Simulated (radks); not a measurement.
The thallium ion Tl2+ inside a hard spherical wall (all orbitals vanish at R), configuration held at [Xe] 4f14 5d10 6s1 and not refilled when levels cross. Calculated with a radial shooting solver on a logarithmic mesh with Libxc functionals: scalar-relativistic Kohn-Sham, PBEsol, spin-unpolarised, spherical densities, point nucleus. Eigenvalues in eV, with the zero of energy where the potential of the charges vanishes at infinity; a dash marks a level that is unbound or too diffuse for the functional's potential to be trusted. A positive occupied level is held by the wall or, in an anion where self-interaction has pushed it up, behind a barrier. The pressure on the wall is -dE/dV.

R (bohr)  E (hartree)  kinetic (hartree)    e(4f)    e(5p)    e(5d)    e(6s)  e(6p, empty)  e(7s, empty)  pressure (GPa)
free      -20239.5143          22802.813  -132.01  -94.034  -33.192  -25.425       -15.962             -               0
20        -20239.5143          22802.813  -132.01  -94.034  -33.192  -25.425       -15.962             -        < 0.0001
12        -20239.5143          22802.813  -132.01  -94.034  -33.192  -25.425       -15.962             -        < 0.0001
8         -20239.5143          22802.813  -132.01  -94.033  -33.192  -25.424       -15.951        -7.898        0.000917
7         -20239.5142          22802.815  -132.00  -94.029  -33.188  -25.419       -15.907        -6.877          0.0119
6         -20239.5133          22802.827  -131.97  -93.997  -33.158  -25.376       -15.701        -4.382           0.150
4         -20239.4351          22803.443  -130.63  -92.774  -32.019  -23.346       -11.244        18.708            25.0
3         -20238.7866          22807.218  -124.44  -87.520  -26.782  -12.952         5.063        71.884             436
2.5       -20237.1099          22815.576  -114.19  -79.297  -17.644    6.608        32.044        142.36            2240
1.5       -20198.6319          22968.109  -20.971    8.394   92.175   262.44        330.83        748.73          141000
